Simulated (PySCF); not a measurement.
## Deuteron quadrupole couplings in `C#C[C@@H](C)[C@@H]1C[Si@H]1F`

Compound: C6H9FSi.
Structure used (GFN2-xTB), in Å, numbered top down from 1:
```xyz
17
C6H9FSi angstrom
C      0.948    2.190    0.976
C      0.908    1.203    0.300
C      0.864    0.004   -0.516
C      1.823   -1.045    0.057
C     -0.548   -0.552   -0.601
C     -1.704    0.456   -0.858
Si    -1.799   -0.422    0.793
F     -2.871   -1.630    0.896
H      0.990    3.058    1.564
H      1.199    0.275   -1.528
H      1.504   -1.331    1.058
H      2.835   -0.649    0.114
H      1.829   -1.932   -0.573
H     -0.581   -1.430   -1.240
H     -1.399    1.492   -0.901
H     -2.380    0.207   -1.666
H     -1.626    0.116    2.113
```

Level: PBE0/pcSseg-1 (PySCF, non-relativistic); Q(2H) = 0.00286 b; rigid geometry, the same for H and D, with no vibrational averaging.

Question: Rank these positions by the coupling χzz of a deuteron there, largest first.
A. H10 (methine hydrogen)
B. H14 (methine hydrogen)
C. H16 (methylene hydrogen)
D. H9 (alkyne hydrogen)
E. H12 (methyl hydrogen)
F. H17 (Si–H hydrogen)

Answer: D (267 kHz), C (224 kHz), B (214 kHz), E (210 kHz), A (192 kHz), F (123 kHz).

Question: What are Vzz, η and χzz (234.96 MHz × Q × Vzz) at all hydrogens?

Answer: 
| atom | bonded to | bond length (Å) | Vzz (au) | η | χzz (kHz) |
| --- | --- | --- | --- | --- | --- |
| H9 | C1 | 1.049 | 0.3968 | 0.00 | 267 |
| H10 | C3 | 1.100 | 0.2864 | 0.02 | 192 |
| H11 | C4 | 1.088 | 0.3116 | 0.03 | 209 |
| H12 | C4 | 1.088 | 0.3127 | 0.03 | 210 |
| H13 | C4 | 1.088 | 0.3137 | 0.03 | 211 |
| H14 | C5 | 1.087 | 0.3191 | 0.10 | 214 |
| H15 | C6 | 1.081 | 0.3315 | 0.07 | 223 |
| H16 | C6 | 1.082 | 0.3341 | 0.07 | 224 |
| H17 | Si7 | 1.435 | 0.1826 | 0.04 | 123 |

Question: Average by the element that carries the hydrogen.

Answer: on C: 219 kHz over 8 positions, mean bond length 1.083 Å; on Si: 123 kHz over 1 position, mean bond length 1.435 Å.

Question: How does χzz go with the bond length over the 8 C–H bonds?

Answer: A straight-line fit has a slope of -14.5 kHz for each 0.01 Å, with a correlation coefficient of -0.99, over lengths from 1.049 to 1.100 Å. The longer bonds have the smaller couplings here.

Question: A static deuteron (I = 1) shows a doublet split by (3/2)χ, (3/4)χ(1 + η) and (3/4)χ(1 − η) with the field along z, y and x of the gradient. What are these for H9?

Answer: With |χ| = 266.6 kHz and η = 0.004: 400, 201 and 199 kHz, to first order and without motion.

Geometry: GFN2-xTB, one conformer, isolated molecule. GFN2-xTB bond lengths can be off by several hundredths of an ångström, more for odd bonds, and the gradients follow them. With so small a basis the couplings can be 20 % off.

The run behind these numbers computed NMR shieldings as well. On Arm Neoverse V1, one thread (shared host), this took 42 s and 0.88 GiB of memory at its peak.
